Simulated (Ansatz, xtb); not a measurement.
Two isomers of C4H5FGeS

Structure X: `Fc1ccs[c]1[GeH3]`, a singlet. Structure Y: `Fc1csc[c]1[GeH3]`, a singlet. Both are isolated molecules in the gas phase, relaxed with B3LYP/def2-SVP.

X (Å):

```xyz
12

C     0.3128   -0.0438   -0.6766
C    -0.7342   -0.9409   -0.3227
C    -0.3362   -1.7871    0.6813
C     1.4863   -0.1850    0.0256
F     0.1561    0.8782   -1.6365
Ge    3.1204    0.8554   -0.1825
S     1.2925   -1.4792    1.1725
H    -1.7163   -0.9423   -0.7960
H    -0.9150   -2.5769    1.1588
H     3.6655    0.7004   -1.6147
H     2.8381    2.3432    0.0986
H     4.1499    0.3184    0.8295
```

Y (Å):

```
atom    x (Å)    y (Å)    z (Å)
   C   0.1268   0.5146  -0.0503
   C  -0.9332   0.1371   0.7285
   C   0.9549  -1.4819   0.7267
   C   1.2292  -0.3959  -0.0724
   F   0.1537   1.6545  -0.7535
  Ge   2.8719  -0.1198  -1.0925
   S  -0.6028  -1.3874   1.4786
   H  -1.8667   0.6718   0.8901
   H   1.5899  -2.3462   0.9195
   H   3.5772   1.1713  -0.6343
   H   3.7870  -1.3328  -0.8343
   H   2.5577  -0.0158  -2.5974
```

Quicker runs give these differences E(Y) − E(X): GFN2-xTB +0.74 kJ/mol; HF/STO-3G +2.82 kJ/mol (at GFN2-xTB geometries); r2SCAN-D4/def2-SVP +6.10 kJ/mol (at GFN2-xTB geometries).

Estimate E(Y) − E(X) at the level CCSD(T)/def2-SVP + ΔMP2/def2-TZVPP.

Calculated at CCSD(T)/def2-SVP + ΔMP2/def2-TZVPP: E(Y) − E(X) = +4.64 kJ/mol, so structure X lies lower.

How the difference moves with the method:

| level | geometry | E(Y) − E(X) (kJ/mol) | departure from the last row (kJ/mol) | job, with rough time for the two |
| --- | --- | --- | --- | --- |
| GFN2-xTB | GFN2-xTB | +0.74 | −3.90 | optimisation, 0.25 s |
| HF/STO-3G | GFN2-xTB | +2.82 | −1.81 | single point, 0.94 s |
| r2SCAN-D4/def2-SVP | GFN2-xTB | +6.10 | +1.46 | single point, 8.7 s |
| B3LYP/def2-SVP | B3LYP/def2-SVP | +4.59 | −0.05 | optimisation, 2.1 min |
| HF/def2-SVP | B3LYP/def2-SVP | +5.84 | +1.20 | part of the CCSD(T) run |
| MP2/def2-SVP | B3LYP/def2-SVP | +5.66 | +1.02 | part of the CCSD(T) run |
| CCSD(T)/def2-SVP | B3LYP/def2-SVP | +4.70 | +0.06 | single point |
| CCSD(T)/def2-SVP + ΔMP2/def2-TZVPP | B3LYP/def2-SVP | +4.64 |  | single point, 3.1 min |

As drawn, both hold the same kinds of bond in the same numbers.

GFN2-xTB finds them nearly level. The largest departure from CCSD(T)/def2-SVP + ΔMP2/def2-TZVPP is that of GFN2-xTB, 3.90 kJ/mol. The last row adds to CCSD(T) the change of the MP2 difference between the two basis sets, here −0.06 kJ/mol.

With thermal terms from frequencies at re-optimised GFN2-xTB minima (ideal gas, soft modes damped towards free rotors, one conformer each, 298.15 K, 1 atm): the zero-point term adds −0.39 kJ/mol; ΔH is +3.93 and ΔG +4.94 kJ/mol.

The correlated steps freeze 19 core orbitals; the filled d shell of Ge is correlated, in a basis made for valence electrons. Codes used: Ansatz 0.2.0, xtb 6.7.1; the last row on 2 threads of Arm Neoverse V1 on a shared host.
